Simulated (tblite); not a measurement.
Compound: CH3F2Si (doublet state).
Numbering: `[F:1][CH:2]([F:3])[SiH2:4]` (hydrogens: H5 on C2; H6, H7 on Si4)

Structure optimised with GFN2-xTB, isolated species. This method treats the open shell by occupation alone, without spin polarisation.

Task: What internal coordinates does the optimisation give?

Result: 
```
          bond  length (pm)
  F1–C2, C2–F3        136.3
        C2–Si4        193.5
         C2–H5        110.2
Si4–H6, Si4–H7        145.5
```

Bonds in one row agree within 1 pm and their mean is given. A selection of angles:
```
    angle  degrees
 F1–C2–F3    106.4
F1–C2–Si4    111.1
 F1–C2–H5    106.4
Si4–C2–H5    115.0
C2–Si4–H6    108.0
H6–Si4–H7    118.7
```

Si4 (silicon bonded to C and 2 H) is pyramidal (angles 118.7°, 108.0° and 108.0°, sum 334.8°, 0.46 Å off the plane of its three neighbours).

Point group: Cs (every atom within 0.08 Å of its image). Its GFN2-xTB frequencies are all real (lowest 82 cm⁻¹). Torsions: F1–C2–Si4–H 174° and -56°. 2 starts were optimised and ended at 0.00 and 0.03 kcal/mol (GFN2-xTB); the lowest of these is shown.

Hardware: an Arm Neoverse V1 with one thread, shared host with 64 logical CPUs at a one-minute load of 44. Cost: under 0.1 s of wall time. That covers the optimisation of the geometry.

One conformer stands for the species.

All values are computed, not measured.
